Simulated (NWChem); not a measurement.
Basis-set convergence for H2F2Si

```xyz
5

Si     0.0000     0.0000    -0.4575
F      1.3041     0.0000     0.4955
F     -1.3041     0.0000     0.4955
H      0.0000    -1.2445    -1.2566
H      0.0000     1.2445    -1.2566
```
Charge 0, spin multiplicity 1.

Program: NWChem. Structure: optimised with B3LYP/def2-SVP, a minimum by its harmonic frequencies.

Quantity: LUMO energy at the level PBE0.

The Pople sets run with spherical d functions. The structure started from a generated list of species.

```json
[
 {"basis": "3-21G", "functions": "35", "LUMO energy (eV)": "(withheld)"},
 {"basis": "6-31G*", "functions": "50", "LUMO energy (eV)": "0.79"},
 {"basis": "cc-pVDZ", "functions": "56", "LUMO energy (eV)": "0.69"},
 {"basis": "6-31+G*", "functions": "62", "LUMO energy (eV)": "(withheld)"},
 {"basis": "6-311++G**", "functions": "88", "LUMO energy (eV)": "-0.21"},
 {"basis": "aug-pcseg-1", "functions": "91", "LUMO energy (eV)": "-0.23"},
 {"basis": "def2-TZVP", "functions": "111", "LUMO energy (eV)": "0.18"},
 {"basis": "cc-pVTZ", "functions": "122", "LUMO energy (eV)": "(withheld)"},
 {"basis": "def2-TZVPP", "functions": "132", "LUMO energy (eV)": "0.17"},
 {"basis": "aug-cc-pVTZ", "functions": "188", "LUMO energy (eV)": "-0.23"}
]
```

What belongs in the gaps?


- 3-21G, LUMO energy (eV): 1.25
- 6-31+G*, LUMO energy (eV): -0.13
- cc-pVTZ, LUMO energy (eV): 0.34
